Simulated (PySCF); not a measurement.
# F²⁺ (fluorine, charge +2) across methods

[He] 2s1 2p4, high-spin 4P determinant (an excited configuration). Computed with PySCF 2.14 in dyall-acv3z, with the spin-free X2C one-electron Hamiltonian (Gaussian nucleus).

```
   method  E (hartree)  mean ε 2s α (eV)  mean ε 2p α (eV)  mean ε 2p β (eV)  Σ⟨r²⟩ (bohr²)   ⟨S²⟩
     BLYP     -97.2451           -70.084           -51.083           -45.367          5.114  3.751
      LDA     -96.5796           -69.931           -51.319           -44.730          5.135  3.752
CAM-B3LYP     -97.2131           -76.021           -55.869           -49.091          5.106  3.751
    M06-L     -97.2550           -73.072           -52.211           -45.598          5.008  3.752
      UHF    -97.00685           -88.248           -63.599           -52.281          5.054  3.753
     PBE0     -97.1664           -75.038           -54.539           -47.275          5.084  3.751
   revPBE     -97.2344           -70.488           -51.271           -45.141          5.105  3.751
   r2SCAN     -97.2326           -72.874           -52.494           -45.520          5.065  3.752
      PBE     -97.1599           -70.423           -51.301           -45.089          5.110  3.751
```
